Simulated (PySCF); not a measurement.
A calculated (M06-2X, PySCF 2.14, aug-cc-pVDZ-DK, the spin-free X2C one-electron Hamiltonian (Gaussian nucleus)) atom or ion has these occupied shells.

| shell | electrons | orbital energy (eV) | rms radius, mean of both spins (bohr) |
| --- | --- | --- | --- |
| 1s α | 1 | -9630.2 | 0.0580 |
| 1s β | 1 | -9630.1 | 0.0580 |
| 2s α | 1 | -1201.6 | 0.245 |
| 2s β | 1 | -1201.4 | 0.245 |
| 2p α | 3 | -1044.8 | 0.219 |
| 2p β | 3 | -1044.8 | 0.219 |
| 3s α | 1 | -151.25 | 0.735 |
| 3s β | 1 | -150.95 | 0.735 |
| 3p α | 3 | -103.76 | 0.777 |
| 3p β | 3 | -103.60 | 0.777 |
| 3d α | 5 | -25.826 | 1.02 |
| 3d β | 5 | -25.676 | 1.02 |
| 4s α | 1 | -15.619 | 2.66 |

Problem. Name the element and its charge.

Solution. Zn⁺ (zinc, charge +1), in [Ar] 3d10 4s1, 2S determinant.
